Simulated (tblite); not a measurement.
C₃H₁₃N₃Si₃.
SMILES with atom numbers: `[CH3:1][NH:2][Si@H:3]([CH2:4][SiH2:5][C:6]#[N:7])[SiH2:8][NH2:9]` (hydrogens: H10, H11, H12 on C1; H13 on N2; H14 on Si3; H15, H16 on C4; H17, H18 on Si5; H19, H20 on Si8; H21, H22 on N9)

Computed with GFN2-xTB (tblite), gas phase: L-BFGS steps from a force-field or distance-geometry start until the largest atomic force falls under 0.01 eV/Å.

At the end of the run (lengths in Å): Si3–Si8 2.328, Si5–C6 1.871, Si8–N9 1.731, Si3–C4 1.917, N2–Si3 1.722, N9–H22 1.007, C1–H10 1.096, Si3–Si8–N9 116.3°, N2–Si3–Si8 116.4°, N2–Si3–C4 105.0°, C1–N2–Si3 122.4°, C1–N2–Si3–C4 179°, N2–Si3–C4–Si5 43°, Si3–C4–Si5–C6 -71°, H14–Si3–N2–C1 -70°, H13–N2–Si3–C4 31°.

Task: These geometries were met on the way; a selection of coordinates is given. Order them by energy above the end point, lowest first.
A. Si3–Si8 2.300, Si5–C6 1.865, Si8–N9 1.759, Si3–C4 1.909, N2–Si3 1.706, N9–H22 1.012, C1–H10 1.102, Si3–Si8–N9 104.0°, N2–Si3–Si8 111.7°, N2–Si3–C4 111.9°, C1–N2–Si3 119.4°, C1–N2–Si3–C4 -162°, N2–Si3–C4–Si5 76°, Si3–C4–Si5–C6 -93°, H14–Si3–N2–C1 -47°, H13–N2–Si3–C4 6°
B. Si3–Si8 2.260, Si5–C6 1.863, Si8–N9 1.746, Si3–C4 1.895, N2–Si3 1.714, N9–H22 1.016, C1–H10 1.087, Si3–Si8–N9 106.5°, N2–Si3–Si8 108.1°, N2–Si3–C4 113.8°, C1–N2–Si3 116.8°, C1–N2–Si3–C4 -154°, N2–Si3–C4–Si5 81°, Si3–C4–Si5–C6 -95°, H14–Si3–N2–C1 -32°, H13–N2–Si3–C4 -8°
C. Si3–Si8 2.325, Si5–C6 1.867, Si8–N9 1.731, Si3–C4 1.921, N2–Si3 1.714, N9–H22 1.006, C1–H10 1.094, Si3–Si8–N9 106.9°, N2–Si3–Si8 118.5°, N2–Si3–C4 111.5°, C1–N2–Si3 120.8°, C1–N2–Si3–C4 -166°, N2–Si3–C4–Si5 70°, Si3–C4–Si5–C6 -92°, H14–Si3–N2–C1 -57°, H13–N2–Si3–C4 24°
D. Si3–Si8 2.321, Si5–C6 1.872, Si8–N9 1.735, Si3–C4 1.917, N2–Si3 1.724, N9–H22 1.009, C1–H10 1.096, Si3–Si8–N9 109.8°, N2–Si3–Si8 123.7°, N2–Si3–C4 108.4°, C1–N2–Si3 120.9°, C1–N2–Si3–C4 -172°, N2–Si3–C4–Si5 65°, Si3–C4–Si5–C6 -94°, H14–Si3–N2–C1 -61°, H13–N2–Si3–C4 42°
E. Si3–Si8 2.248, Si5–C6 1.811, Si8–N9 1.789, Si3–C4 1.862, N2–Si3 1.766, N9–H22 1.047, C1–H10 1.134, Si3–Si8–N9 106.5°, N2–Si3–Si8 105.9°, N2–Si3–C4 113.5°, C1–N2–Si3 115.1°, C1–N2–Si3–C4 -152°, N2–Si3–C4–Si5 82°, Si3–C4–Si5–C6 -96°, H14–Si3–N2–C1 -27°, H13–N2–Si3–C4 -11°

Result: D (0.111 eV), C (0.182 eV), A (0.297 eV), B (0.532 eV), E (0.919 eV).

```tsv
step	E above end (eV)	rms distance from the end, all atoms (Å)	largest force (eV/Å)	rms shift of all bonds from the end (Å)
27	0.111	0.513	0.115	0.002
15	0.182	0.540	0.244	0.006
9	0.297	0.561	0.836	0.011
3	0.532	0.583	0.624	0.018
0	0.919	0.586	5.269	0.036
```

Rows stand in the order of the answer.
